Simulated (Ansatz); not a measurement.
A run for Ansatz (an electronic-structure program): R-B3LYP/cc-pVTZ on FGaH2 (SMILES [F][GaH2]), a point of a bond scan (R = 1.556 Å).

Ansatz 0.2 input:
```yaml
crystal:
  periodic: [false, false, false]
  atoms:
    - {symbol: Ga, position_ang: [-0.15314797, -0.29827289, 0.09911006]}
    - {symbol: H, position_ang: [0.62376958, -1.05783376, 1.21321406]}
    - {symbol: H, position_ang: [-1.47626948, -0.60250567, -0.66151679]}
    - {symbol: F, position_ang: [0.62223187, 1.21186655, -0.40267879]}
basis:
  gaussian:
    orbitals: cc-pVTZ
    pivot_positions_ang: [[-0.15314797, -0.29827289, 0.09911006], [0.62376958, -1.05783376, 1.21321406], [-1.47626948, -0.60250567, -0.66151679], [0.62223187, 1.21186655, -0.40267879]]
hamiltonian:
  xc: {name: B3LYP}
scf: {lower_state_search: off}
output: {orbitals: {seedname: ./end}}
```

Output:

```
WARN ansatz: RAYON_NUM_THREADS=1 ignored (pool sized by the plan → 1); use --threads N
Functional definition: B3LYP
these checks for a lower state are left out or cut short: stability, starts, cluster_reference, orbital_swaps, neighbouring_geometries, increment
integrals: 0.02 GiB planned
658 factors; their error is unknown
mean field: 0.29 GiB planned
mean field evaluation 1: about -55128.6280 eV, gradient 4.5e1 eV
mean field evaluation 2: about -55114.4508 eV, gradient 1.1e2 eV
mean field evaluation 4: about -55131.5360 eV, gradient 4.1e0 eV
mean field evaluation 8: about -55131.7108 eV, gradient 1.8e-2 eV
mean field evaluation 16: about -55131.7108 eV, gradient 3.2e-7 eV
mean field -55131.71078225 eV, -2026.0530016319 hartree, gradient 3.2e-7 eV, S^2 0.000000; 0 other end points of the search recorded, 0 dependent functions left out
reference -55131.71099811 eV, -2026.0530095647 hartree; 21, 21 occupied and 80, 80 virtual orbitals, 658 factors
Total energy: -55131.71099811 eV, -2026.0530095647 hartree
Checks for a lower state left out: stability, starts, cluster_reference, orbital_swaps, neighbouring_geometries, increment
```

The run converged.

Cost: very roughly 0.8 core-seconds.
